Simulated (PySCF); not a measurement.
SMILES COc1ccccc1C(=O)C (C9H10O2), singlet (GFN2-xTB optimised geometry):

```
21

C     -2.913    -1.779    -0.047
O     -1.509    -1.713    -0.045
C     -0.902    -0.509     0.000
C     -1.580     0.708     0.004
C     -0.883     1.902     0.017
C      0.501     1.908     0.014
C      1.184     0.707     0.000
C      0.510    -0.509     0.000
C      1.254    -1.796     0.039
C      2.573    -1.807    -0.706
O      0.857    -2.768     0.635
H     -3.153    -2.841    -0.066
H     -3.339    -1.295    -0.932
H     -3.339    -1.330     0.856
H     -2.658     0.731     0.005
H     -1.430     2.833     0.029
H      1.042     2.841     0.026
H      2.263     0.714     0.015
H      2.864    -2.836    -0.900
H      3.339    -1.350    -0.082
H      2.503    -1.253    -1.637
```

Calculation: PySCF 2.14.0 with CAM-B3LYP/def2-SVP.

Q: What are the frontier orbital energies and the dipole moment?

A: HOMO-2 -8.71 eV, HOMO-1 -8.20 eV, HOMO -7.71 eV, LUMO 0.04 eV, LUMO+1 1.24 eV; dipole moment 2.95 D.

Meta-Löwdin charges at CAM-B3LYP/def2-SVP: C1 -0.07, O2 -0.32, C3 0.23, C4 -0.17, C5 -0.08, C6 -0.13, C7 -0.09, C8 -0.08, C9 0.37, C10 -0.34, O11 -0.39, H12 0.12, H13 0.09, H14 0.09, H15 0.11, H16 0.11, H17 0.10, H18 0.11, H19 0.12, H20 0.12, H21 0.11.
